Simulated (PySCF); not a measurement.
C₃H₉B (SMILES CB(C)C), singlet, at a GFN2-xTB geometry; DF-R2SCAN/6-31G** (PySCF).

PySCF was given this input:
```python
from pyscf import gto, scf, dft

mol = gto.M(
    atom='''
B     0.00001517    0.00050308    0.00048316
C     1.52145198   -0.15595171   -0.38662365
H     1.82904575   -1.20046126   -0.35477740
H     2.14712074    0.35585342    0.34461635
H     1.77781297    0.23683704   -1.36760436
C    -0.53768186   -0.61346809    1.35067597
H    -1.29708025   -1.36739587    1.14374049
H    -1.03532575    0.14511474    1.95369077
H     0.22672231   -1.07958905    1.96769006
C    -0.98375540    0.76961365   -0.96382124
H    -2.00235795    0.85335196   -0.59275671
H    -1.02634600    0.27579993   -1.93437105
H    -0.61975612    1.77681058   -1.16403056
''',
    basis='6-31g**',
    verbose=4,
    max_memory=1800,
)

mf = dft.RKS(mol)
mf.xc = 'r2scan'
mf = mf.density_fit(auxbasis='def2-universal-jkfit')
mf.kernel()
```

Task: Predict the main parts of the log of this PySCF run.

Result: 
```
PySCF version 2.14.0

[INPUT] verbose = 4
[INPUT] num. atoms = 13
[INPUT] num. electrons = 32
[INPUT] charge = 0
[INPUT] spin (= nelec alpha-beta = 2S) = 0
[INPUT] symmetry False subgroup None
[INPUT] Mole.unit = angstrom
[INPUT] Symbol           X                Y                Z      unit          X                Y                Z       unit  Magmom
[INPUT]  1 B      0.000015170000   0.000503080000   0.000483160000 AA    0.000028667145   0.000950683419   0.000913040074 Bohr   0.0
[INPUT]  2 C      1.521451980000  -0.155951710000  -0.386623650000 AA    2.875127553877  -0.294706020558  -0.730612811780 Bohr   0.0
[INPUT]  3 H      1.829045750000  -1.200461260000  -0.354777400000 AA    3.456395536800  -2.268543004550  -0.670432121185 Bohr   0.0
[INPUT]  4 H      2.147120740000   0.355853420000   0.344616350000 AA    4.057470154973   0.672465504290   0.651230519547 Bohr   0.0
[INPUT]  5 H      1.777812970000   0.236837040000  -1.367604360000 AA    3.359579614000   0.447557141753  -2.584397687161 Bohr   0.0
[INPUT]  6 C     -0.537681860000  -0.613468090000   1.350675970000 AA   -1.016071457547  -1.159286676260   2.552407666331 Bohr   0.0
[INPUT]  7 H     -1.297080250000  -1.367395870000   1.143740490000 AA   -2.451126434082  -2.584003698161   2.161356283676 Bohr   0.0
[INPUT]  8 H     -1.035325750000   0.145114740000   1.953690770000 AA   -1.956482117210   0.274227115237   3.691940487391 Bohr   0.0
[INPUT]  9 H      0.226722310000  -1.079589050000   1.967690060000 AA    0.428443072229  -2.040127631579   3.718395311429 Bohr   0.0
[INPUT] 10 C     -0.983755400000   0.769613650000  -0.963821240000 AA   -1.859028279562   1.454359020227  -1.821358176639 Bohr   0.0
[INPUT] 11 H     -2.002357950000   0.853351960000  -0.592756710000 AA   -3.783908128846   1.612601492261  -1.120147840398 Bohr   0.0
[INPUT] 12 H     -1.026346000000   0.275799930000  -1.934371050000 AA   -1.939512849043   0.521186332874  -3.655431507787 Bohr   0.0
[INPUT] 13 H     -0.619756120000   1.776810580000  -1.164030560000 AA   -1.171169330823   3.357685371430  -2.199698959024 Bohr   0.0

nuclear repulsion = 112.543409210969
number of shells = 51
number of NR pGTOs = 171
number of NR cGTOs = 101
basis = 6-31g**
ecp = {}

******** <class 'pyscf.df.df_jk.DFRKS'> ********
method = DFRKS
initial guess = minao
damping factor = 0
level_shift factor = 0
DIIS = <class 'pyscf.scf.diis.CDIIS'>
diis_start_cycle = 1
diis_space = 8
diis_damp = 0
SCF conv_tol = 1e-09
SCF conv_tol_grad = None
SCF max_cycles = 50
direct_scf = False
XC library pyscf.dft.libxc version 7.1.2
    S. Lehtola, C. Steigemann, M. J. T. Oliveira, and M. A. L. Marques,  SoftwareX 7, 1–5 (2018)
XC functionals = r2scan
    J. W. Furness, A. D. Kaplan, J. Ning, J. P. Perdew, and J. Sun,  J. Phys. Chem. Lett. 11, 8208–8215 (2020)
    J. W. Furness, A. D. Kaplan, J. Ning, J. P. Perdew, and J. Sun,  J. Phys. Chem. Lett. 11, 9248–9248 (2020)
    J. W. Furness, A. D. Kaplan, J. Ning, J. P. Perdew, and J. Sun,  J. Phys. Chem. Lett. 11, 8208–8215 (2020)
    J. W. Furness, A. D. Kaplan, J. Ning, J. P. Perdew, and J. Sun,  J. Phys. Chem. Lett. 11, 9248–9248 (2020)
radial grids:
    Treutler-Ahlrichs [JCP 102, 346 (1995); DOI:10.1063/1.469408] (M4) radial grids

becke partition: Becke, JCP 88, 2547 (1988); DOI:10.1063/1.454033
pruning grids: <function nwchem_prune>
grids dens level: 3
symmetrized grids: False
atomic radii adjust function: <function treutler_atomic_radii_adjust>
small_rho_cutoff = 0
Set gradient conv threshold to 3.16228e-05
Initial guess from minao.
tot grids = 144672
init E= -144.350782564669
  HOMO = -0.382604472864293  LUMO = -0.10971495565841  gap/eV = 7.42570
cycle= 1 E= -144.404644526845  delta_E= -0.0539  |g|= 0.613  |ddm|= 2.93
  HOMO = -0.160637317783557  LUMO = 0.0434266894981588  gap/eV = 5.55286
cycle= 2 E= -144.354999778691  delta_E= 0.0496  |g|= 0.74  |ddm|= 1.24
  HOMO = -0.264463070785439  LUMO = -0.022538016124412  gap/eV = 6.58312
cycle= 3 E= -144.50807086668  delta_E= -0.153  |g|= 0.0191  |ddm|= 0.702
  HOMO = -0.261388449273102  LUMO = -0.0176392551467068  gap/eV = 6.63275
cycle= 4 E= -144.508141411198  delta_E= -7.05e-05  |g|= 0.0133  |ddm|= 0.0401
  HOMO = -0.262967288872148  LUMO = -0.019817144837984  gap/eV = 6.61645
cycle= 5 E= -144.50819416385  delta_E= -5.28e-05  |g|= 0.000903  |ddm|= 0.0137
  HOMO = -0.263155046965028  LUMO = -0.0199797918251541  gap/eV = 6.61714
cycle= 6 E= -144.50819437252  delta_E= -2.09e-07  |g|= 0.000139  |ddm|= 0.000865
  HOMO = -0.26317991805274  LUMO = -0.0199969365976842  gap/eV = 6.61735
cycle= 7 E= -144.508194378391  delta_E= -5.87e-09  |g|= 2.29e-05  |ddm|= 0.000197
  HOMO = -0.26318146429237  LUMO = -0.0199980760531808  gap/eV = 6.61736
cycle= 8 E= -144.508194378539  delta_E= -1.48e-10  |g|= 3.06e-06  |ddm|= 3.23e-05
  HOMO = -0.263181194427145  LUMO = -0.0199978062935022  gap/eV = 6.61736
Extra cycle  E= -144.508194378539  delta_E= -1.14e-13  |g|= 2.04e-06  |ddm|= 6.21e-06
converged SCF energy = -144.508194378539
```
